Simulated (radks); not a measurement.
Question: The mean radii <r> (bohr) of the occupied orbitals of an atom or ion are listed with their occupations. Calculated with a radial shooting solver on a logarithmic mesh with Libxc functionals: scalar-relativistic Kohn-Sham, LDA (Slater exchange, Perdew-Wang correlation), spin-polarised, spherical densities, finite nucleus; Fermi nuclear charge, rms radius of each element as measured or else 0.836 A^(1/3) + 0.57 fm.

orbital  occ.      <r>
1s up       1  0.03114
1s down     1  0.03114
2s up       1   0.1351
2s down     1   0.1350
2p up       3   0.1177
2p down     3   0.1177
3s up       1   0.3689
3s down     1   0.3686
3p up       3   0.3676
3p down     3   0.3672
3d up       5   0.3452
3d down     5   0.3447
4s up       1   0.8774
4p up       3   0.9372
4p down     3   0.9394
4d up       5    1.073

Name the element and its charge. Open shells, if any, are filled with parallel spins first.

Answer: Z = 47, silver, charge +7: Ag7+ in [Ar] 3d10 4s1 4p6 4d5. The 1s radius gives Z: for a bare nucleus <r> = (2 gamma + 1)/(2Z) with gamma = sqrt(1 - (Z/c)^2), 0.03062 bohr for Z = 47, and screening makes it slightly larger (0.03114 here). The occupations add up to 40, and the charge is Z minus that.
